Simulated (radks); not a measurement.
Results of a calculation; reference values are marked as such.
Initial-state core-level shifts of the copper ion Cu3+ when its valence configuration changes from [Ar] 3d8. Code: a radial shooting solver on a logarithmic mesh with Libxc functionals. Model: Dirac Kohn-Sham, PBE, spin-unpolarised, spherical densities, point nucleus; open shells fill j = l - 1/2 first. Shifts are changes of the shell-averaged eigenvalues in eV (positive: less bound).

valence               1s       2s       3s       3p
3d7 4p1          -11.044  -12.161  -10.330  -10.084
3d6 4p2          -23.032  -25.471  -21.147  -20.642
3d6 4s2          -20.566  -23.030  -18.663  -18.179
3d7.5 4p0.5       -5.397   -5.929   -5.092   -4.972
3d6 4s1 4p1      -21.813  -24.263  -19.918  -19.423
3d6.5 4p1.5      -16.927  -18.680  -15.688  -15.313
3d7.5 4s0.5       -4.725   -5.276   -4.417   -4.302
3d4 4p4          -49.796  -55.391  -43.948  -42.932
3d6.5 4s0.5 4p1  -16.298  -18.061  -15.054  -14.685
